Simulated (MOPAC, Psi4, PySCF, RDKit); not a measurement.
Conformational energy of C4H12OSi, SMILES CCC[SiH2]OC. Scanned: dihedral C1–C2–C3–Si4; all other coordinates were relaxed at GFN2-xTB. Points at φ and −φ are mirror images. Heavy atoms are numbered in the order of the SMILES CCC[SiH2]OC, hydrogens after them in the order of the atoms that carry them; the mirror image has the same energies with the sign of each dihedral reversed.

RKS-M06-2X/6-31G* = PySCF with restricted M06-2X/6-31G*, spherical d, density fitting // GFN2-xTB; MMFF94 // GFN2-xTB (RDKit); PM3, restricted, heats of formation // GFN2-xTB (MOPAC); PBE-D3(BJ)/def2-SVP // GFN2-xTB (Psi4).

Energies relative to the lowest point of each profile, in eV; the last columns give the difference from PBE-D3(BJ):

```tsv
φ / °	RKS-M06-2X/6-31G*	MMFF94	PM3	PBE-D3(BJ)/def2-SVP	RKS-M06-2X/6-31G* − PBE-D3(BJ)/def2-SVP	MMFF94 − PBE-D3(BJ)/def2-SVP	PM3 − PBE-D3(BJ)/def2-SVP
-160	0.028	0.041	0.018	0.025	0.002	0.016	-0.007
-140	0.090	0.124	0.054	0.083	0.006	0.040	-0.029
-120	0.123	0.157	0.073	0.115	0.008	0.042	-0.043
-100	0.088	0.107	0.059	0.082	0.006	0.025	-0.023
-80	0.040	0.056	0.037	0.036	0.003	0.020	0.000
-60	0.015	0.112	0.038	0.016	-0.002	0.095	0.022
-40	0.051	0.241	0.083	0.053	-0.003	0.188	0.030
-20	0.129	0.378	0.145	0.127	0.002	0.251	0.018
0	0.173	0.440	0.175	0.168	0.005	0.272	0.007
20	0.129	0.378	0.145	0.127	0.002	0.251	0.018
40	0.051	0.241	0.083	0.053	-0.003	0.188	0.030
60	0.015	0.112	0.038	0.016	-0.002	0.095	0.022
80	0.040	0.056	0.037	0.036	0.003	0.020	0.000
100	0.088	0.107	0.059	0.082	0.006	0.025	-0.023
120	0.123	0.157	0.073	0.115	0.008	0.042	-0.043
140	0.090	0.124	0.054	0.083	0.006	0.040	-0.029
160	0.028	0.041	0.018	0.025	0.002	0.016	-0.007
180	0.000	0.000	0.000	0.000	0.000	0.000	0.000
```

RKS-M06-2X/6-31G* is furthest from PBE-D3(BJ)/def2-SVP at -120 (0.008 eV, above); its mean absolute difference over the points is 0.004 eV.

MMFF94 is furthest from PBE-D3(BJ)/def2-SVP at 0 (0.272 eV, above); its mean absolute difference over the points is 0.090 eV.

PM3 is furthest from PBE-D3(BJ)/def2-SVP at -120 (-0.043 eV, below); its mean absolute difference over the points is 0.020 eV.

MMFF94 has few fitted parameters for silicon.
